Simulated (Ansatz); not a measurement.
The cluster B8H13⁻. The state is a singlet with charge -1. Geometry r2SCAN-D4/def2-SVPD, basis def2-TZVPD, Ansatz.

```xyz
21

B     0.705   -0.764   -0.827
B    -0.361    0.411    1.507
B    -1.112   -0.936   -0.678
B    -0.038   -1.197    0.751
B     1.190    0.105    0.582
B    -1.749    0.911    0.040
B    -1.625   -0.518    0.878
B     1.823    0.740   -1.083
H     2.968    0.357   -1.241
H    -2.885    1.319    0.181
H    -0.363   -0.213   -1.455
H    -0.298    0.754    2.662
H     0.422    1.195    0.830
H     0.230   -2.236    1.299
H     1.234   -1.626   -1.475
H    -2.549   -0.989    1.486
H     1.219    0.877   -2.141
H     2.177    0.062    1.265
H    -1.063    1.633   -0.642
H    -1.686   -1.735   -1.375
H     1.762    1.849   -0.563
```

```csv
run,HOMO (eV),LUMO (eV)
A,-4.39,3.45
B,-5.33,4.02
C,-2.38,2.34
D,-5.62,3.97
E,-3.20,2.89
F,-2.21,2.11
```

LC-ωPBE has ω = 0.4 bohr⁻¹. Another isomer (singlet) lies 0.49 eV lower at PBE0-D4/def2-TZVPD; other spin states weren't run for this one.

**Question.** The runs used CAM-B3LYP, LC-ωPBE, PBE, PBE0, r2SCAN, ωB97X-V. Estimate which is which.

**Answer.** A CAM-B3LYP (range-separated); B ωB97X-V (range-separated); C r2SCAN (0 % exact exchange); D LC-ωPBE (range-separated); E PBE0 (25 % exact exchange); F PBE (0 % exact exchange). Exact exchange lowers occupied and raises empty levels; among semilocal functionals meta-GGAs tend to open the gap a little, and such runs are hard to tell apart. The gap grows from 4.33 eV (PBE) to 9.60 eV (LC-ωPBE).
